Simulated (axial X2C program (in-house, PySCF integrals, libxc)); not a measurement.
# Outer orbitals of CrB⁺ at 2.176 Å, PBE0

All values were computed with an in-house all-electron X2C program for linear molecules (integrals from PySCF). Spin-free means the one-electron spin-free X2C Hamiltonian; two-component (2c) means X2C with spin–orbit coupling and atomic mean-field two-electron Coulomb and Gaunt terms, so the difference of the two also holds small scalar two-electron terms. Basis: Cr dyall-cv3z [9s10p6d3f2g], B dyall-v3z [7s6p2d1f] (cores contracted in-house); Gaussian nuclei, density fitting, unrestricted open shells. Masses: Cr 51.941 u, B 11.009 u.

The distance is close to the 2c PBE0 minimum; the highest filled and lowest empty levels are listed.

Spin-free orbitals, state M_S = 3, Λ = 0 (beyond evenly filled blocks: 2 × σα, π+α, π-α, δ+α, δ-α) (Löwdin shares):

| symmetry | occupied | ε (eV) | atomic character |
| --- | --- | --- | --- |
| σα | yes | -18.25 | 66% B s, 13% Cr d, 10% Cr p |
| σβ | yes | -16.59 | 67% B s, 12% Cr p, 10% Cr s |
| σα | yes | -13.61 | 57% Cr d, 33% B p, 8% B s |
| π+α | yes | -13.20 | 88% Cr d, 10% B p |
| π-α | yes | -13.20 | 88% Cr d, 10% B p |
| δ+α | yes | -13.14 | 100% Cr d |
| δ-α | yes | -13.14 | 100% Cr d |
| σα | yes | -11.98 | 43% B p, 29% Cr s, 26% Cr d |
| π-α | no | -8.52 | 73% B p, 14% Cr d, 13% Cr p |
| π+α | no | -8.52 | 73% B p, 14% Cr d, 13% Cr p |
| π+β | no | -8.29 | 77% B p, 16% Cr d, 6% Cr p |
| π-β | no | -8.29 | 77% B p, 16% Cr d, 6% Cr p |

Spinors with spin–orbit coupling (state Ω = 3):

```
   ω  occupied  ε (eV)             atomic character  λ mixture
 1/2       yes  -18.25  66% B s, 13% Cr d, 10% Cr p     100% σ
-1/2       yes  -16.59  67% B s, 12% Cr p, 10% Cr s     100% σ
 1/2       yes  -13.61    57% Cr d, 33% B p, 8% B s     100% σ
-1/2       yes  -13.22            88% Cr d, 10% B p     100% π
 3/2       yes  -13.19            88% Cr d, 10% B p     100% π
-3/2       yes  -13.18                    100% Cr d     100% δ
 5/2       yes  -13.12                    100% Cr d     100% δ
 1/2       yes  -11.98  43% B p, 29% Cr s, 26% Cr d     100% σ
-1/2        no   -8.53  73% B p, 13% Cr d, 13% Cr p     100% π
 3/2        no   -8.52  73% B p, 14% Cr d, 13% Cr p     100% π
 1/2        no   -8.29   77% B p, 16% Cr d, 6% Cr p     100% π
-3/2        no   -8.29   78% B p, 16% Cr d, 6% Cr p     100% π
```

Mulliken charges and populations of the two-component result (they depend on the basis, above all on diffuse functions):

Cr 0.82 e (s 6.45 p 12.05 d 4.69), B 0.18 e (s 3.84 p 0.95 d 0.02). ⟨Lz⟩ = 0.00 ħ and ⟨Sz⟩ = 3.00 ħ (2.53 and 0.47 on the two atoms), which add up to Ω.

The state is one determinant whose occupation by symmetry is held fixed; it was picked as the lowest of a PBE0 search that is not exhaustive. Density functionals use the spin component along the axis (collinear). Other states lie close and PBE0, whose exact exchange favours high spin, may order them wrongly; the determinant shown need not be the ground state. The nearest other spin-free determinant of the search, M_S = 2, Λ = 0, lies 0.36 eV up at the distance of the search. With several unpaired electrons one determinant need not be a pure state. Open-shell Ω = 0 determinants with evenly filled partner blocks cannot be reached by this program, so the Ω shown need not be the lowest component.
